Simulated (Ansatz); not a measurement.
Stepwise reaction of `[F][Ge]([F])([F])[SH]` with hydrogen sulfide, as a gas-phase model of exchange steps in deposition or etching. ΔE in kJ/mol; ΔG adds harmonic PBE0-D4 terms to CCSD(T)/CBS, at 1 bar.

Program: Ansatz. Geometries: PBE0-D4/def2-TZVP. ΔE: electronic, gas phase. CBS: MP2 limit from def2 TZ/QZ plus the TZ coupled-cluster correction, frozen cores. This one scheme is used for every species. Functionals use def2-TZVPP. B3LYP here is the variant with VWN-RPA as its local correlation; programs differ in this. For Ge outer-core shells are correlated without core-valence functions, which leaves a few kJ/mol of doubt a bond. Scalar relativity is left out up to krypton. One conformer a species, not always the lowest.

```json
{"step": "1", "reaction": "`[F][Ge]([F])([F])[SH]` + H₂S → `[F][Ge]([F])([SH])[SH]` + H–F", "PBE-D4": "1.5", "B3LYP-D4": "9.9", "ωB97M-V": "12.7", "CCSD(T)/CBS": "5.7", "ΔG(400 K)": "15.4"}
{"step": "2", "reaction": "`[F][Ge]([F])([SH])[SH]` + H₂S → `[F][Ge]([SH])([SH])[SH]` + H–F", "PBE-D4": "6.4", "B3LYP-D4": "14.3", "ωB97M-V": "17.3", "CCSD(T)/CBS": "8.6", "ΔG(400 K)": "16.7"}
```

(1) Give the row of step 3, `[F][Ge]([SH])([SH])[SH]` + H₂S → `[SH][Ge]([SH])([SH])[SH]` + H–F. (Best estimate.)

(2) By hand: ΔE of the 3 steps together at CCSD(T)/CBS.

Answers

(1) Computed: 
```tsv
step	reaction	PBE-D4	B3LYP-D4	ωB97M-V	CCSD(T)/CBS	ΔG(400 K)
3	`[F][Ge]([SH])([SH])[SH]` + H₂S → `[SH][Ge]([SH])([SH])[SH]` + H–F	7.3	13.8	17.3	6.7	18.3
```

(2) (5.7) + (8.6) + (6.7) = 21.0 kJ/mol, or 7.0 kJ/mol a step.

In ΔE the steps differ by no more than 2.9 kJ/mol. All are uphill at CCSD(T)/CBS. ΔG lies between 15.4 and 18.3 kJ/mol a step. PBE-D4 differs from CCSD(T)/CBS by -4.2 to 0.6 kJ/mol a step. Isolated molecules leave out the surface, adducts and barriers. Largest T1 diagnostic: 0.012.
